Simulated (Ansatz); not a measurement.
**Molecular dynamics of CH$_{9}$FOSi**

The input (input.yaml):

```yaml
crystal:
  periodic: [false, false, false]
  atoms:
    - { symbol: Si, position_ang: [-0.945364, -0.550077, -0.472427] }
    - { symbol: C, position_ang: [1.212607, 0.059637, -0.508389] }
    - { symbol: H, position_ang: [-0.376463, -1.703928, -1.251371] }
    - { symbol: H, position_ang: [-1.619883, 0.288547, -1.501832] }
    - { symbol: H, position_ang: [-1.84422, -1.251367, 0.4795] }
    - { symbol: H, position_ang: [-0.435415, 0.501749, 1.563731] }
    - { symbol: O, position_ang: [-1.084716, 0.941676, 0.845472] }
    - { symbol: H, position_ang: [0.809793, -0.301631, 0.679355] }
    - { symbol: F, position_ang: [0.520209, -0.391827, 1.903175] }
    - { symbol: H, position_ang: [0.791886, 0.461154, -1.446605] }
    - { symbol: H, position_ang: [1.893496, -0.752585, -0.797241] }
    - { symbol: H, position_ang: [1.782167, 0.903788, -0.079683] }
    - { symbol: H, position_ang: [-0.704099, 1.794661, 0.586313] }
basis:
  gaussian: { orbitals: def2-SVP }
hamiltonian:
  xc: b3lyp
  dispersion: d4
md:
  timestep: 0.5
  n_steps: 200
  ensemble: nve
  temperature: 100.0
  initial_velocities: maxwell_boltzmann
  seed: 3067
```

Run as:

```bash
$ ansatz run input.yaml --threads 2 --pin off --max-ram 3072MiB --backend cpu --events-out ev --progress --plain --runs-dir out
```

It starts at the highest image of a converged band. Of that band: Neighbouring images differ by up to 2.0 eV, so the band resolves the path poorly. A vibrational analysis at the climbing image gives one clearly imaginary mode, 1083i cm⁻¹: a first-order saddle point.

Output, in part (step lines, the closing report, with atoms numbered from 0):

```
md step     0: t =     0.00 fs  T =   100.0 K  F+E_penalty+E_count = -13817.60982058 eV  E_kin = 0.142186 eV  conserved = -13817.46763458 eV  (26 SCF iters)
md step     1: t =     0.50 fs  T =    98.0 K  F+E_penalty+E_count = -13817.60692162 eV  E_kin = 0.139328 eV  conserved = -13817.46759388 eV  (27 SCF iters)
md step     2: t =     1.00 fs  T =    92.5 K  F+E_penalty+E_count = -13817.59907052 eV  E_kin = 0.131584 eV  conserved = -13817.46748684 eV  (26 SCF iters)
md step     3: t =     1.50 fs  T =    84.8 K  F+E_penalty+E_count = -13817.58796025 eV  E_kin = 0.120618 eV  conserved = -13817.46734270 eV  (27 SCF iters)
md step     4: t =     2.00 fs  T =    76.4 K  F+E_penalty+E_count = -13817.57586524 eV  E_kin = 0.108666 eV  conserved = -13817.46719899 eV  (27 SCF iters)
md step     5: t =     2.50 fs  T =    68.9 K  F+E_penalty+E_count = -13817.56505916 eV  E_kin = 0.097970 eV  conserved = -13817.46708883 eV  (23 SCF iters)
md step     6: t =     3.00 fs  T =    63.5 K  F+E_penalty+E_count = -13817.55728820 eV  E_kin = 0.090253 eV  conserved = -13817.46703515 eV  (23 SCF iters)
md step     7: t =     3.50 fs  T =    60.7 K  F+E_penalty+E_count = -13817.55341340 eV  E_kin = 0.086369 eV  conserved = -13817.46704398 eV  (22 SCF iters)
[... lines left out ...]
Total energy: -13818.67969594 eV, -507.8271121882 hartree
Atom 0 at    -0.789943    -1.040094    -1.381122 Å, force    -1.225209    -1.041818     0.702793 eV/Å
Atom 1 at     0.779476    -0.127746    -1.091947 Å, force    -0.079011     0.774307    -0.403049 eV/Å
Atom 2 at    -0.658156    -2.232192    -2.286032 Å, force     0.068669     0.150358     0.081684 eV/Å
Atom 3 at    -1.902155    -0.203360    -1.854482 Å, force    -0.086415     0.387456    -0.419125 eV/Å
Atom 4 at    -1.349025    -1.489493    -0.036843 Å, force     0.349339    -0.154421    -0.314386 eV/Å
Atom 5 at    -1.231009     1.472548     2.140111 Å, force    -0.184454     0.465661    -0.532710 eV/Å
Atom 6 at    -1.489030     2.200907     1.529863 Å, force     0.332947    -0.886175     0.491306 eV/Å
Atom 7 at     1.170285    -0.780547     2.088291 Å, force    -0.026366     0.011346     0.196493 eV/Å
Atom 8 at     1.043870    -0.605663     2.992093 Å, force    -0.070775     0.067550    -0.292189 eV/Å
Atom 9 at     1.008891     0.448918    -2.030172 Å, force     0.219439    -0.157778     0.926979 eV/Å
Atom 10 at     1.581820    -0.808931    -0.824468 Å, force     0.518082    -0.254651    -0.104916 eV/Å
Atom 11 at     0.575570     0.512382    -0.213452 Å, force     0.193985     0.384063    -0.354025 eV/Å
Atom 12 at    -1.520754     2.950488     2.134637 Å, force    -0.010229     0.254102     0.021144 eV/Å
Dipole moment:     0.274796     0.079138     0.008884 e Å
```

The steps, from the saved trajectory:

```json
{"time (fs)": "0", "T (K)": "100", "potential energy less start (eV)": "0.000", "conserved less start (meV/atom)": "0.00"}
{"time (fs)": "3", "T (K)": "63", "potential energy less start (eV)": "0.053", "conserved less start (meV/atom)": "0.05"}
{"time (fs)": "6", "T (K)": "69", "potential energy less start (eV)": "0.044", "conserved less start (meV/atom)": "0.02"}
{"time (fs)": "9", "T (K)": "78", "potential energy less start (eV)": "0.031", "conserved less start (meV/atom)": "0.04"}
{"time (fs)": "12", "T (K)": "144", "potential energy less start (eV)": "-0.063", "conserved less start (meV/atom)": "0.03"}
{"time (fs)": "15", "T (K)": "218", "potential energy less start (eV)": "-0.168", "conserved less start (meV/atom)": "-0.03"}
{"time (fs)": "18", "T (K)": "306", "potential energy less start (eV)": "-0.293", "conserved less start (meV/atom)": "-0.02"}
{"time (fs)": "21", "T (K)": "407", "potential energy less start (eV)": "-0.436", "conserved less start (meV/atom)": "0.03"}
{"time (fs)": "24", "T (K)": "562", "potential energy less start (eV)": "-0.658", "conserved less start (meV/atom)": "-0.08"}
{"time (fs)": "27", "T (K)": "599", "potential energy less start (eV)": "-0.708", "conserved less start (meV/atom)": "0.09"}
{"time (fs)": "30", "T (K)": "702", "potential energy less start (eV)": "-0.855", "conserved less start (meV/atom)": "0.03"}
{"time (fs)": "33", "T (K)": "828", "potential energy less start (eV)": "-1.036", "conserved less start (meV/atom)": "-0.14"}
{"time (fs)": "36", "T (K)": "816", "potential energy less start (eV)": "-1.017", "conserved less start (meV/atom)": "0.04"}
{"time (fs)": "39", "T (K)": "815", "potential energy less start (eV)": "-1.016", "conserved less start (meV/atom)": "0.06"}
{"time (fs)": "42", "T (K)": "898", "potential energy less start (eV)": "-1.137", "conserved less start (meV/atom)": "-0.19"}
{"time (fs)": "45", "T (K)": "915", "potential energy less start (eV)": "-1.161", "conserved less start (meV/atom)": "-0.13"}
{"time (fs)": "48", "T (K)": "896", "potential energy less start (eV)": "-1.130", "conserved less start (meV/atom)": "0.10"}
{"time (fs)": "51", "T (K)": "1004", "potential energy less start (eV)": "-1.287", "conserved less start (meV/atom)": "-0.16"}
{"time (fs)": "54", "T (K)": "1077", "potential energy less start (eV)": "-1.392", "conserved less start (meV/atom)": "-0.22"}
{"time (fs)": "57", "T (K)": "1018", "potential energy less start (eV)": "-1.304", "conserved less start (meV/atom)": "0.08"}
{"time (fs)": "60", "T (K)": "1018", "potential energy less start (eV)": "-1.305", "conserved less start (meV/atom)": "0.03"}
{"time (fs)": "63", "T (K)": "990", "potential energy less start (eV)": "-1.267", "conserved less start (meV/atom)": "-0.10"}
{"time (fs)": "66", "T (K)": "921", "potential energy less start (eV)": "-1.168", "conserved less start (meV/atom)": "-0.01"}
{"time (fs)": "69", "T (K)": "864", "potential energy less start (eV)": "-1.085", "conserved less start (meV/atom)": "0.15"}
{"time (fs)": "72", "T (K)": "879", "potential energy less start (eV)": "-1.107", "conserved less start (meV/atom)": "0.02"}
{"time (fs)": "75", "T (K)": "933", "potential energy less start (eV)": "-1.187", "conserved less start (meV/atom)": "-0.15"}
{"time (fs)": "78", "T (K)": "917", "potential energy less start (eV)": "-1.163", "conserved less start (meV/atom)": "-0.05"}
{"time (fs)": "81", "T (K)": "905", "potential energy less start (eV)": "-1.144", "conserved less start (meV/atom)": "0.06"}
{"time (fs)": "84", "T (K)": "922", "potential energy less start (eV)": "-1.172", "conserved less start (meV/atom)": "-0.17"}
{"time (fs)": "87", "T (K)": "878", "potential energy less start (eV)": "-1.109", "conserved less start (meV/atom)": "-0.20"}
{"time (fs)": "90", "T (K)": "769", "potential energy less start (eV)": "-0.950", "conserved less start (meV/atom)": "0.07"}
{"time (fs)": "93", "T (K)": "763", "potential energy less start (eV)": "-0.942", "conserved less start (meV/atom)": "0.03"}
{"time (fs)": "96", "T (K)": "822", "potential energy less start (eV)": "-1.029", "conserved less start (meV/atom)": "-0.13"}
{"time (fs)": "99", "T (K)": "809", "potential energy less start (eV)": "-1.009", "conserved less start (meV/atom)": "-0.02"}
```

The run went to its last step. The conserved energy stayed within 0.23 meV per atom of its start (net change -0.18 meV per atom), so the integration is sound. The kinetic energy rose, since the run started high on the potential surface and went downhill. It ends in pieces (CH6Si + FH + H2O), so much of that is their flight and rotation, not heat. A run of 0.1 ps of so small a system gives no equilibrium averages. The orbitals stay closed-shell, which can raise the energy where a bond breaks towards radicals; this wasn't checked here.

Between its relaxed ends the band would form Si1–O7, C2–H8, H6–F9 and break Si1–C2, H6–O7, H8–F9. These pairs go: Si1–O7 2.00 → 4.41 Å, C2–H8 1.31 → 3.27 Å, H6–F9 1.35 → 3.20 Å, Si1–C2 2.24 → 1.84 Å, H6–O7 1.06 → 0.98 Å, H8–F9 1.26 → 0.93 Å. In the last frame they stand as before the step (other bonds may differ from the relaxed reactants and products). It ends as CH6Si + FH + H2O. Pairs count as bonded within 1.25 times the sum of covalent radii (0.12 Å more for H–H).

Last frame:

```xyz
13
Properties=species:S:1:pos:R:3
Si -0.790 -1.040 -1.381
C 0.779 -0.128 -1.092
H -0.658 -2.232 -2.286
H -1.902 -0.203 -1.855
H -1.349 -1.490 -0.037
H -1.231 1.472 2.140
O -1.489 2.201 1.530
H 1.170 -0.780 2.088
F 1.044 -0.606 2.992
H 1.009 0.449 -2.030
H 1.582 -0.809 -0.825
H 0.576 0.512 -0.213
H -1.521 2.950 2.135
```

The run took 7.3 min on 2 threads of Arm Neoverse V1, on a shared host, peak memory 0.22 GiB.
